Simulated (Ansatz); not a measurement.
Born–Oppenheimer molecular dynamics of C2H9NO2Si (15 atoms, charge 0, multiplicity 1). It goes on from the last frame of an earlier run, with new velocities.

Theory: UKS B3LYP/STO-3G in Ansatz.

```json
{
 "ensemble": "NVT, Langevin thermostat",
 "time step": "1 fs",
 "steps asked": "82",
 "set temperature": "1500 K",
 "friction": "0.005 /fs",
 "seed": "813594"
}
```

Frames 5 fs apart, positions in Å, forces in eV/Å.

Velocities at 10.0 fs (Å/ps):

```
C 9.56 7.48 -5.65
Si -0.74 3.69 -3.95
C -3.99 -7.18 -6.32
N -2.12 6.06 13.08
O -3.77 -4.67 -0.55
O -3.90 -7.95 1.16
H -8.64 68.52 -18.11
H 23.81 -42.59 17.38
H -36.54 -37.50 44.57
H -31.12 -8.51 7.63
H -3.08 -10.88 -21.41
H 31.08 76.67 -39.45
H -10.70 -7.97 6.60
H 11.59 60.25 7.15
H -18.43 -39.45 -37.96
```

```xyz
15
Properties=species:S:1:pos:R:3:forces:R:3 time_fs=10.0 energy_less_start_eV=0.996 T=1051
C -0.682 -1.405 -1.528 -0.09 -2.06 1.64
Si 0.019 -1.120 0.269 -0.05 -0.64 0.27
C 0.149 0.741 0.559 -0.84 -2.89 -2.77
N 1.071 1.342 -0.507 1.64 1.12 0.99
O 0.694 1.152 1.756 1.95 1.51 3.40
O -1.231 1.053 0.516 -1.41 2.47 -0.67
H -1.789 -1.630 -1.410 1.27 0.67 -0.45
H -0.228 -2.333 -1.963 -0.29 0.69 0.18
H -0.475 -0.577 -2.206 -0.18 0.34 0.00
H 1.396 -1.413 0.684 -0.47 -0.96 -0.69
H -0.922 -1.627 1.329 0.84 0.22 -1.07
H 1.878 1.536 0.208 0.34 -1.23 -0.98
H 0.847 2.379 -0.441 -1.30 0.75 -0.80
H -0.120 1.136 2.351 -0.41 -0.02 0.84
H -1.151 2.082 0.409 -1.00 0.02 0.11
15
Properties=species:S:1:pos:R:3:forces:R:3 time_fs=15.0 energy_less_start_eV=1.346 T=955
C -0.638 -1.409 -1.530 0.33 3.94 -0.19
Si 0.013 -1.100 0.248 -0.43 -1.74 -1.76
C 0.123 0.699 0.518 1.29 1.09 1.86
N 1.071 1.390 -0.444 -0.58 3.21 -2.84
O 0.679 1.151 1.777 0.13 0.84 3.29
O -1.263 1.018 0.518 -1.74 2.10 -1.41
H -1.717 -1.280 -1.541 -0.86 -1.82 0.68
H -0.213 -2.350 -1.879 -0.50 0.02 -0.95
H -0.535 -0.454 -2.217 1.68 -2.42 1.13
H 1.273 -1.605 0.613 1.02 -0.75 -0.22
H -0.924 -1.698 1.123 -0.57 -0.15 0.71
H 2.001 1.740 -0.001 -1.03 -1.34 0.78
H 0.610 2.407 -0.515 0.51 -1.65 -0.25
H -0.140 1.371 2.418 0.81 -0.71 -1.25
H -1.308 2.018 0.206 -0.06 -0.62 0.41
15
Properties=species:S:1:pos:R:3:forces:R:3 time_fs=20.0 energy_less_start_eV=1.175 T=1097
C -0.615 -1.355 -1.512 -1.21 -1.11 -0.77
Si 0.009 -1.100 0.210 0.45 -5.05 0.92
C 0.101 0.685 0.499 2.02 3.46 2.51
N 1.043 1.478 -0.432 -1.94 -3.64 -1.73
O 0.672 1.164 1.824 1.11 -1.11 -0.26
O -1.322 1.013 0.506 -0.24 -0.87 -0.08
H -1.738 -1.240 -1.574 1.20 -0.48 0.24
H -0.302 -2.330 -1.982 -0.47 0.96 0.56
H -0.238 -0.560 -2.115 0.68 0.86 -1.08
H 1.266 -1.897 0.505 -1.03 1.14 -0.50
H -1.015 -1.788 1.032 0.61 0.83 -0.02
H 1.989 1.659 -0.047 -0.26 0.73 0.84
H 0.432 2.245 -0.667 0.21 2.73 -0.58
H -0.126 1.514 2.320 -1.41 0.20 0.46
H -1.447 1.910 0.073 0.27 1.34 -0.50
15
Properties=species:S:1:pos:R:3:forces:R:3 time_fs=25.0 energy_less_start_eV=1.624 T=904
C -0.620 -1.290 -1.510 4.07 -0.25 -2.88
Si 0.008 -1.142 0.180 -0.52 -0.55 0.94
C 0.114 0.747 0.515 -0.23 1.29 0.87
N 0.982 1.540 -0.447 -1.78 -0.25 -2.18
O 0.671 1.177 1.867 -1.77 -0.21 -0.15
O -1.385 1.005 0.491 0.93 1.20 -0.65
H -1.685 -1.288 -1.550 -1.22 2.00 -0.79
H -0.431 -2.231 -2.018 0.45 -1.22 0.71
H 0.198 -0.672 -2.127 -3.58 -0.08 0.83
H 1.145 -1.967 0.307 1.15 -0.11 0.26
H -1.002 -1.736 0.997 -0.18 0.09 0.73
H 1.911 1.667 0.034 -0.54 1.07 -0.13
H 0.473 2.422 -0.896 1.64 -1.56 1.68
H -0.204 1.640 2.220 0.83 -0.35 0.03
H -1.544 1.910 -0.048 0.74 -1.06 0.74
15
Properties=species:S:1:pos:R:3:forces:R:3 time_fs=30.0 energy_less_start_eV=1.430 T=1043
C -0.581 -1.255 -1.563 -5.23 -3.62 1.16
Si 0.011 -1.188 0.158 0.74 1.57 1.67
C 0.129 0.836 0.556 -2.73 -2.29 -1.03
N 0.909 1.584 -0.494 3.18 -1.94 1.10
O 0.643 1.190 1.902 -1.58 0.42 -0.72
O -1.427 1.020 0.467 2.51 -1.21 1.71
H -1.690 -0.928 -1.698 2.35 -0.53 0.22
H -0.501 -2.325 -1.915 -0.18 1.18 0.08
H 0.035 -0.684 -2.114 2.64 2.75 -3.02
H 1.257 -1.982 0.160 -0.50 0.51 0.40
H -0.985 -1.708 1.104 0.54 0.04 -0.28
H 1.732 1.902 0.098 0.32 -0.59 -0.28
H 0.703 2.481 -0.909 -2.54 1.92 -0.61
H -0.218 1.716 2.152 0.58 0.04 0.79
H -1.509 1.812 -0.126 -0.11 1.74 -1.18
15
Properties=species:S:1:pos:R:3:forces:R:3 time_fs=35.0 energy_less_start_eV=2.022 T=854
C -0.587 -1.252 -1.618 2.27 4.03 -1.14
Si 0.022 -1.218 0.152 1.08 3.51 0.48
C 0.092 0.874 0.579 -2.06 -3.19 -0.82
N 0.870 1.606 -0.537 1.08 2.82 0.10
O 0.587 1.206 1.930 -0.43 0.22 -0.62
O -1.425 1.029 0.452 1.54 2.06 -0.82
H -1.440 -0.630 -1.773 -2.76 -1.03 0.66
H -0.588 -2.306 -1.847 -0.57 -0.32 -1.61
H -0.022 -0.461 -2.364 0.39 -3.49 2.13
H 1.313 -1.902 0.069 -0.36 0.08 0.61
H -0.886 -1.688 1.209 0.36 -0.26 -0.63
H 1.592 2.108 0.093 0.60 -0.97 -0.26
H 0.463 2.614 -0.863 -0.89 -2.27 0.73
H -0.181 1.798 2.283 0.04 0.01 0.00
H -1.459 1.860 -0.224 -0.28 -1.21 1.19
15
Properties=species:S:1:pos:R:3:forces:R:3 time_fs=40.0 energy_less_start_eV=1.118 T=1239
C -0.581 -1.204 -1.673 -4.33 -2.47 2.75
Si 0.036 -1.213 0.149 0.33 3.64 -0.61
C 0.024 0.850 0.591 1.03 -2.14 -0.77
N 0.845 1.655 -0.574 -2.40 -0.94 1.43
O 0.521 1.233 1.947 0.47 -0.22 -0.16
O -1.394 1.059 0.432 -0.89 -0.29 0.72
H -1.552 -0.607 -1.741 1.40 -0.83 -0.02
H -0.804 -2.259 -2.049 0.34 1.46 0.47
H 0.126 -0.773 -2.277 2.46 1.51 -2.04
H 1.333 -1.780 0.150 0.76 -0.38 0.19
H -0.730 -1.728 1.230 -0.65 -0.67 0.08
H 1.550 2.154 0.049 0.05 0.66 0.02
H 0.025 2.375 -0.703 1.63 0.40 -0.33
H -0.143 1.869 2.449 -0.18 -0.53 -1.38
H -1.493 1.834 -0.211 -0.02 0.81 -0.35
15
Properties=species:S:1:pos:R:3:forces:R:3 time_fs=45.0 energy_less_start_eV=2.307 T=631
C -0.598 -1.195 -1.694 3.82 -1.97 -0.51
Si 0.054 -1.175 0.135 0.83 0.02 1.20
C -0.026 0.793 0.592 3.89 0.03 -0.10
N 0.808 1.694 -0.586 -0.63 -2.23 2.15
O 0.471 1.255 1.957 1.72 -1.88 -1.36
O -1.361 1.097 0.423 -4.13 1.04 -0.62
H -1.512 -0.653 -1.723 -0.33 2.70 -0.54
H -0.991 -2.079 -2.221 0.71 -1.19 1.05
H 0.419 -0.981 -2.321 -3.57 0.82 1.29
H 1.474 -1.670 0.298 -1.35 0.48 -0.49
H -0.705 -1.879 1.229 0.30 0.53 -1.24
H 1.503 2.300 0.002 -0.99 -0.28 -0.18
H -0.101 2.232 -0.590 0.72 2.38 -1.27
H -0.204 1.861 2.395 -1.49 0.53 -0.49
H -1.491 1.936 -0.213 0.48 -0.98 1.10
15
Properties=species:S:1:pos:R:3:forces:R:3 time_fs=50.0 energy_less_start_eV=1.480 T=1226
C -0.584 -1.202 -1.701 -5.26 0.41 2.84
Si 0.069 -1.141 0.137 -0.25 0.49 -1.47
C -0.014 0.729 0.594 1.02 3.97 -0.75
N 0.748 1.702 -0.555 -0.80 0.37 0.16
O 0.437 1.260 1.958 -1.33 -0.40 -0.91
O -1.377 1.128 0.416 -2.56 0.23 0.04
H -1.346 -0.302 -1.817 1.78 -2.16 0.29
H -1.086 -2.117 -2.162 0.83 0.99 1.26
H 0.232 -0.972 -2.239 3.75 1.13 -3.12
H 1.408 -1.506 0.397 1.02 -0.35 -0.49
H -0.636 -1.979 1.015 -1.04 -0.33 0.79
H 1.326 2.399 0.008 0.99 -0.74 0.86
H -0.005 2.513 -0.764 0.40 -1.84 -0.02
H -0.439 1.823 2.188 1.12 -0.76 -0.34
H -1.389 2.027 -0.127 0.33 -1.01 0.85
15
Properties=species:S:1:pos:R:3:forces:R:3 time_fs=55.0 energy_less_start_eV=2.281 T=821
C -0.612 -1.198 -1.675 7.12 3.01 -0.58
Si 0.085 -1.103 0.144 0.34 -1.88 -1.12
C 0.030 0.728 0.593 -1.77 3.43 -1.90
N 0.684 1.707 -0.508 3.78 -1.68 1.60
O 0.411 1.253 1.940 -0.78 -0.84 -1.55
O -1.416 1.158 0.425 -0.31 -2.14 1.72
H -0.960 -0.217 -1.888 -3.06 0.74 0.30
H -1.102 -2.100 -1.937 -1.16 -0.79 -0.72
H 0.319 -0.898 -2.439 -1.96 -2.62 2.19
H 1.499 -1.422 0.403 -0.58 -0.23 -0.53
H -0.723 -2.103 0.899 0.42 1.18 0.01
H 1.291 2.327 0.115 0.17 -0.47 -0.28
H 0.127 2.440 -0.985 -1.92 0.04 -0.15
H -0.532 1.673 1.938 -0.13 0.78 1.56
H -1.274 2.051 0.010 -0.16 1.46 -0.56
15
Properties=species:S:1:pos:R:3:forces:R:3 time_fs=60.0 energy_less_start_eV=1.482 T=1299
C -0.570 -1.149 -1.648 -3.36 -0.18 1.97
Si 0.096 -1.076 0.151 0.22 -0.94 -1.07
C 0.039 0.793 0.563 -3.03 -0.26 -1.56
N 0.673 1.696 -0.444 0.51 -1.05 -1.32
O 0.371 1.236 1.890 -0.89 0.68 0.92
O -1.442 1.164 0.453 1.08 2.74 -0.54
H -1.112 -0.152 -1.850 0.79 -1.96 -0.02
H -1.281 -2.055 -1.784 0.80 1.98 0.51
H 0.161 -1.345 -2.360 2.22 0.16 -1.92
H 1.501 -1.441 0.315 -0.39 -0.18 -0.21
H -0.749 -2.046 0.879 0.45 0.91 0.19
H 1.338 2.228 0.157 -0.07 1.51 -0.75
H -0.022 2.169 -1.161 1.82 -0.43 1.94
H -0.610 1.639 1.992 1.26 -0.18 0.89
H -1.230 2.216 0.129 -1.42 -2.78 0.97
15
Properties=species:S:1:pos:R:3:forces:R:3 time_fs=65.0 energy_less_start_eV=2.149 T=1198
C -0.555 -1.103 -1.610 1.98 -4.49 -0.21
Si 0.112 -1.064 0.145 -0.10 2.31 -1.63
C -0.009 0.859 0.497 -2.31 -1.98 3.67
N 0.704 1.678 -0.393 3.62 0.41 -0.03
O 0.326 1.230 1.859 3.14 -0.33 1.74
O -1.448 1.185 0.487 -1.18 -4.10 -0.40
H -1.196 -0.297 -1.809 0.69 3.18 -1.78
H -1.407 -1.731 -1.544 -1.03 -2.51 0.42
H 0.152 -1.726 -2.365 -1.96 3.06 1.38
H 1.448 -1.489 0.188 1.08 -0.40 0.20
H -0.703 -1.832 0.973 -0.78 -0.76 1.05
H 1.366 2.400 0.008 -1.19 -0.29 -0.51
H 0.051 1.870 -1.109 -0.91 1.82 -2.89
H -0.521 1.616 2.244 -1.02 0.05 -0.32
H -1.415 2.132 0.332 -0.03 4.03 -0.69
```

Of the whole run (82 fs, mean temperature of the second half 1150 K): The mean temperature of the second half is 23 % below the set value. A run of 0.082 ps of so small a system gives no equilibrium averages. Limits of this set-up: minimal basis.

Time of the run: 8.4 min on 1 thread of Intel(R) Xeon(R) Platinum 8259CL CPU @ 2.50GHz (Skylake/Cascade Lake) (shared host), peak memory 0.19 GiB.
